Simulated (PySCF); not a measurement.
A structure optimised at r2SCAN-D4/def2-TZVP, used in a PySCF frequency run:

```
P
H 1 1.4177
H 1 1.4206 2 95.31
P 1 2.1743 2 97.21 3 101.04
H 4 1.4247 1 91.65 2 -157.44
```
Charge 0, spin multiplicity 2.

Write its SMILES and formula.

[PH]P, H3P2

What are its rotational constants (standard atomic weights)?

87.054, 6.3415, 6.1498 GHz
